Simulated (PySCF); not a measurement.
**Quadrupolar nuclei of `N#CC[C@H]1[SiH2]O[SiH2]C1=O` in NMR**

Species: C4H7NO2Si2.
Structure used (GFN2-xTB), in Å, numbered top down from 1:
```xyz
16
C4H7NO2Si2 angstrom
N      3.5409    1.1038    0.0504
C      2.7406    0.2878    0.0056
C      1.7061   -0.7066   -0.0399
C      0.3592   -0.0946    0.3572
Si    -0.3143    1.3615   -0.6929
O     -1.9116    1.1134   -0.4109
Si    -2.4677   -0.2580    0.3017
C     -0.7476   -1.1331    0.3900
O     -0.5287   -2.3210    0.3442
H      1.6478   -1.1125   -1.0540
H      1.9625   -1.5298    0.6355
H      0.4276    0.2770    1.3879
H      0.0009    2.6690   -0.1454
H     -0.0610    1.1602   -2.1140
H     -3.3661   -0.9076   -0.6365
H     -2.9961    0.0995    1.6097
```

Computed at PBE0/pcSseg-1 (PySCF, non-relativistic):

```tsv
atom	environment	nucleus	spin I	Q (b)	CQ = χzz (MHz)	η
N1	nitrile nitrogen	14N	1	0.02044	-4.648	0.018
O6	siloxane oxygen	17O	5/2	-0.0256	-5.785	0.276
O9	carbonyl oxygen	17O	5/2	-0.0256	12.137	0.572
```

Work back to Vxx, Vyy and Vzz; CQ/MHz = 234.96 (Q/b)(Vzz/au).

The tensor is traceless, so η fixes the two smaller values:

```json
{"atom": "N1", "Vxx (au)": "0.475", "Vyy (au)": "0.493", "Vzz (au)": "-0.968", "Vzz (10²¹ V/m²)": "-9.40"}
{"atom": "O6", "Vxx (au)": "-0.348", "Vyy (au)": "-0.614", "Vzz (au)": "0.962", "Vzz (10²¹ V/m²)": "9.35"}
{"atom": "O9", "Vxx (au)": "0.432", "Vyy (au)": "1.586", "Vzz (au)": "-2.018", "Vzz (10²¹ V/m²)": "-19.61"}
```

At 28.2 T, set νQ = 3|CQ|/[2I(2I − 1)] beside the Larmor frequency (|g| × 7.62259 MHz/T × B; g(14N) = 0.40376, g(17O) = −0.75752), and give PQ = |CQ|√(1 + η²/3).

```
atom  PQ (MHz)  νQ (MHz)  ν0 (MHz)  νQ/ν0
  N1     4.648     6.972     86.79  0.080
  O6     5.858     0.868    162.83  0.005
  O9     12.78     1.821    162.83  0.011
```

For N1: PQ = 4.648 × 1.0001, νQ = 4.648 × 1.5000, ν0 = 3.0777 MHz/T × 28.2 T.

Second-order quadrupolar shift of the central transition's centre of gravity (half-integer spins, νQ < ν0/10) at 28.2 and 35.2 T.

δ = −(3/40)(PQ/ν0)² [I(I + 1) − 3/4]/[I²(2I − 1)²], in ppm:

| site | 28.2 T | 35.2 T |
| --- | --- | --- |
| 17O at O6 | -7.76 | -4.98 |
| 17O at O9 | -37 | -23.7 |

A static spin 1 shows, to first order, a doublet split by νQ with the field along z of the gradient, and by (3/4)|CQ|(1 + η) and (3/4)|CQ|(1 − η) along y and x. Give the last two for 14N.

N1: 3.549 and 3.422 MHz.

In the extreme-narrowing limit, with isotropic tumbling and one correlation time, the quadrupolar linewidth goes as PQ². What relative widths follow for the 17O sites?

O9 1, O6 0.21, with O9 as 1.

Isolated species at its GFN2-xTB geometry (one conformer only). GFN2-xTB bond lengths can be off by several hundredths of an ångström, more for odd bonds, and the gradients follow them. With a basis this small, the couplings can be 20 % off.
